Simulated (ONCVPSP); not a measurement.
# Which change was made? (Tl, ONCV)

```json
{
 "Element": "Tl (Z = 81)",
 "Generator": "ONCVPSP 4.0.1",
 "Type": "optimised norm-conserving Vanderbilt (ONCV)",
 "Functional": "PBEsol",
 "Relativity": "fully relativistic",
 "Frozen core": "[Xe] 4f14 5d10",
 "Valence charge": "3",
 "Reference configuration": "6s1.5 6p1.5",
 "Partial waves": "6s: rc 1.95 bohr, ncon 4, nbas 9, qcut 2.9 1/bohr, 2 projectors, debl 1 Ha; 6p: rc 2.45 bohr, ncon 3, nbas 6, qcut 3.8 1/bohr, 1 projector; d scattering state at 0.06 Ha: rc 2.60 bohr, ncon 3, nbas 6, qcut 3.4 1/bohr, 2 projectors, debl 2.1 Ha",
 "Local potential": "polynomial inside 1.70 bohr (lpopt 3, dvloc0 4 Ha)",
 "Core correction": "none"
}
```

Open shells are filled in proportion to 2j + 1.

Cutoffs, loose and tight: the cutoffs (Ha) at which the residual kinetic energy of the hardest occupied pseudo-wave falls to 1 and 0.1 mHa per electron. They do not see the model core or the augmentation charge, which bear on the density cutoff. Test errors are all-electron minus pseudo excitation energies from the reference, over the configurations 6s2 6p1; 6s2 6p0; 6s1 6p0; 6s0 6p3; variants that change the core or the reference have their own tests. The largest error is taken over the tests solved by every variant that gives reliable tests at all, those not shown here included: 6s0 6p3; 6s2 6p0; 6s2 6p1.

The base gives: outcome: generated; cutoff, loose: 11 Ha; cutoff, tight: 52 Ha; bound ghosts: d5/2, d3/2; GHOST(+) flags above zero: s; largest test error (meV): +79.

Q: After one change the result is: outcome: generated; cutoff, loose: 11 Ha; cutoff, tight: 52 Ha; bound ghosts: s, p3/2, d5/2, p1/2, d3/2; GHOST(+) flags above zero: d5/2, d3/2; largest test error (meV): +76. Which change was it?
A. all radii scaled by about 0.86 (s 1.68, p 2.10, d 2.22 bohr); local potential polynomial inside 1.46 bohr (lpopt 3, dvloc0 4 Ha)
B. functional PBE; d: rc 1.95, qcut 4.5
C. local potential polynomial inside 1.60 bohr (lpopt 5, dvloc0 -1 Ha)
D. core correction polynomial model core, fcfact 0.4
E. reference 6s2 6p1

A: C. The others give: reference 6s2 6p1 → outcome: generated; cutoff, loose: 11 Ha; cutoff, tight: 51 Ha; bound ghosts: d5/2, d3/2; GHOST(+) flags above zero: s; largest test error (meV): +118 | core correction polynomial model core, fcfact 0.4 → outcome: generated; cutoff, loose: 11 Ha; cutoff, tight: 52 Ha; bound ghosts: d5/2, d3/2; GHOST(+) flags above zero: s; largest test error (meV): -79 | functional PBE; d: rc 1.95, qcut 4.5 → outcome: failed: ERROR pspot: first pseudo wave function has node, program will stop | all radii scaled by about 0.86 (s 1.68, p 2.10, d 2.22 bohr); local potential polynomial inside 1.46 bohr (lpopt 3, dvloc0 4 Ha) → outcome: failed: optimize: ERROR ps0norm > uunorm, code will stop.
